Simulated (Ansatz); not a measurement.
The cluster HfS2, relaxed as a singlet with RKS PBE0-D4/def2-TZVP in Ansatz, starting from the GFN1-xTB geometry. Force threshold 0.02 eV/Å.

In the def2 sets Hf takes a core potential; there is no spin–orbit coupling. The structure comes from a short search, and lower isomers may exist.

Start:

```xyz
3

Hf   -0.2514   -0.3266    0.1342
S     1.2212    0.0889    1.8011
S    -0.9698    0.2376   -1.9353
```

Question: Estimate the energy that the relaxation releases and the steps that it takes.

Answer: 16.1 kcal/mol, in 6 steps; 2.6 s on 4 threads of AMD EPYC 9R45 on a shared host. No frequencies were taken in this run, so the end may be a saddle point.

Question: Does the start keep its bonding and symmetry?

Answer: By distances, no bond broke or formed. The bond that changes most is Hf1–S2, from 2.26 to 2.21 Å (atoms count from 1). Point group C2v at the start, C2v at the end, both within 0.05 Å.

Question: Predict the relaxed structure.

Answer: 
```xyz
3

Hf   -0.4874   -0.6333    0.2606
S     1.1631    0.2543    1.4377
S    -0.6757    0.3791   -1.6983
```
Bond lengths: 2 × Hf–S 2.21 Å.
